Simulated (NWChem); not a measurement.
All runs are NWChem calculations. System: C2H8Si2, charge 0, spin multiplicity 1, at a geometry optimised with B3LYP/def2-SVP. The structure started from a generated list of species. Level: RHF/def2-TZVP.

Input file:

```
start mol
memory heap 200 mb stack 800 mb global 1000 mb
geometry units angstroms nocenter noautoz
  Si    -1.792916    -0.658009    -0.409770
  C     -0.633192    -0.232560     1.011561
  C      0.633192     0.232560     1.011561
  Si     1.792916     0.658009    -0.409770
  H     -2.193492    -2.093027    -0.297155
  H     -3.032422     0.167244    -0.287809
  H     -1.183725    -0.426391    -1.747474
  H     -1.091621    -0.401074     1.999854
  H      1.091621     0.401074     1.999854
  H      1.183725     0.426391    -1.747474
  H      3.032422    -0.167244    -0.287809
  H      2.193492     2.093027    -0.297155
  symmetry group C2
end
basis spherical
  * library def2-tzvp
end
scf
  rhf
  nopen 0
  maxiter 100
  thresh 1e-7
  semidirect memsize 60000000 filesize 0
end
task scf energy
```

Part of the output:

```
             Northwest Computational Chemistry Package (NWChem) 7.3.0
             --------------------------------------------------------

                                NWChem Input Module
                                -------------------

 Scaling coordinates for geometry "geometry" by  1.889725989
 (inverse scale =  0.529177249)

 Turning off AUTOSYM since
 SYMMETRY directive was detected!

                             Geometry "geometry" -> ""
                             -------------------------

 Output coordinates in angstroms (scale by  1.889725989 to convert to a.u.)

  No.       Tag          Charge          X              Y              Z
 ---- ---------------- ---------- -------------- -------------- --------------
    1 Si                  14.0000    -1.79291600    -0.65800900    -0.40977000
    2 C                    6.0000    -0.63319200    -0.23256000     1.01156100
    3 C                    6.0000     0.63319200     0.23256000     1.01156100
    4 Si                  14.0000     1.79291600     0.65800900    -0.40977000
    5 H                    1.0000    -2.19349200    -2.09302700    -0.29715500
    6 H                    1.0000    -3.03242200     0.16724400    -0.28780900
    7 H                    1.0000    -1.18372500    -0.42639100    -1.74747400
    8 H                    1.0000    -1.09162100    -0.40107400     1.99985400
    9 H                    1.0000     1.09162100     0.40107400     1.99985400
   10 H                    1.0000     1.18372500     0.42639100    -1.74747400
   11 H                    1.0000     3.03242200    -0.16724400    -0.28780900
   12 H                    1.0000     2.19349200     2.09302700    -0.29715500

 Effective nuclear repulsion energy (a.u.)     193.5652210042

            Nuclear Dipole moment (a.u.)
            ----------------------------
        X                 Y               Z
 ---------------- ---------------- ----------------
     0.0000000000     0.0000000000     0.0000075589

      Symmetry information
      --------------------

 Group name             C2
 Group number              4
 Group order               2
[...]
  ----- ------------  ---------------      ----- ------------  ---------------
    50      0.561683   2 C  py               81     -0.561683   3 C  py
   139      0.303421   5 H  s               181      0.303421  12 H  s
   145     -0.297057   6 H  s               175     -0.297057  11 H  s
    19      0.235344   1 Si py              118     -0.235344   4 Si py
    49     -0.208557   2 C  px               80      0.208557   3 C  px

 Vector   26  Occ=0.000000D+00  E= 1.234611D-01  Symmetry=a
              MO Center= -5.0D-14, -1.8D-14, -5.0D-01, r^2= 1.1D+01
   Bfn.  Coefficient  Atom+Function         Bfn.  Coefficient  Atom+Function
  ----- ------------  ---------------      ----- ------------  ---------------
    42      1.940559   2 C  s                73      1.940559   3 C  s
    20     -1.066779   1 Si pz              119     -1.066779   4 Si pz
    18     -0.947176   1 Si px              117      0.947176   4 Si px
     5     -0.883310   1 Si s               104     -0.883310   4 Si s
    49     -0.602598   2 C  px               80      0.602598   3 C  px

 Vector   27  Occ=0.000000D+00  E= 1.347404D-01  Symmetry=b
              MO Center=  2.5D-14,  2.9D-15, -6.8D-01, r^2= 1.4D+01
   Bfn.  Coefficient  Atom+Function         Bfn.  Coefficient  Atom+Function
  ----- ------------  ---------------      ----- ------------  ---------------
     5      2.234931   1 Si s               104     -2.234931   4 Si s
    42     -2.001635   2 C  s                73      2.001635   3 C  s
    20      1.775192   1 Si pz              119     -1.775192   4 Si pz
    49      1.155728   2 C  px               80      1.155728   3 C  px
    51      1.094935   2 C  pz               82     -1.094935   3 C  pz

 center of mass
 --------------
 x =   0.00000000 y =  -0.00000000 z =   0.01457560

 moments of inertia (a.u.)
 ------------------
         298.582182273545        -284.533453584914           0.000000000000
        -284.533453584914         969.393487867945           0.000000000000
           0.000000000000           0.000000000000         921.513256993655

  Mulliken analysis of the total density
  --------------------------------------

    Atom       Charge   Shell Charges
 -----------   ------   -------------------------------------------------------
    1 Si  14    13.64   2.00  0.58  1.39  0.80  0.42  4.12  1.73  0.53  1.40  0.31  0.14  0.19  0.03
    2 C    6     6.32   0.86  1.12  0.49  0.68  0.09  1.20  1.38  0.43  0.02  0.06  0.01
    3 C    6     6.32   0.86  1.12  0.49  0.68  0.09  1.20  1.38  0.43  0.02  0.06  0.01
    4 Si  14    13.64   2.00  0.58  1.39  0.80  0.42  4.12  1.73  0.53  1.40  0.31  0.14  0.19  0.03
    5 H    1     1.05   0.24  0.56  0.24  0.01
    6 H    1     1.05   0.24  0.56  0.24  0.01
    7 H    1     1.05   0.24  0.56  0.23  0.01
    8 H    1     0.88   0.26  0.50  0.10  0.02
    9 H    1     0.88   0.26  0.50  0.10  0.02
   10 H    1     1.05   0.24  0.56  0.23  0.01
   11 H    1     1.05   0.24  0.56  0.24  0.01
   12 H    1     1.05   0.24  0.56  0.24  0.01

       Multipole analysis of the density wrt the origin
       ------------------------------------------------

     L   x y z        total         open         nuclear
     -   - - -        -----         ----         -------
     0   0 0 0      0.000000      0.000000     48.000000

     1   1 0 0      0.000000      0.000000      0.000000
     1   0 1 0      0.000000      0.000000      0.000000
     1   0 0 1      0.269298      0.000000      0.000008

     2   2 0 0    -33.304929      0.000000    457.161177
     2   1 1 0      0.212257      0.000000    160.173183
     2   1 0 1      0.000000      0.000000     -0.000000
     2   0 2 0    -33.803198      0.000000     79.545950
     2   0 1 1      0.000000      0.000000      0.000000
     2   0 0 2    -31.149939      0.000000    112.235057

 Task  times  cpu:       45.2s     wall:       45.2s

 Total times  cpu:       45.2s     wall:       45.2s
```
